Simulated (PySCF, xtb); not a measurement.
ClF2H3SSi2, SMILES F[SiH](F)S[SiH2]Cl.

GFN2-xTB (xtb 6.7.1) at its own geometry gives an orbital gap of 4.64 eV and a dipole moment of 3.63 D.

The structure is a stationary point at PBE-D3(BJ)/def2-SVP. The structure was generated by enumeration, and PubChem lists no compound with its InChIKey, so it may never have been made. One conformer was computed; it need not be the lowest.

Q: What does PBE/def2-TZVP (PySCF) give? (The exact figures need the calculation; the answer reports its results.)

A: gap 5.64 eV (levels -7.12 and -1.48 eV), dipole 1.85 D.
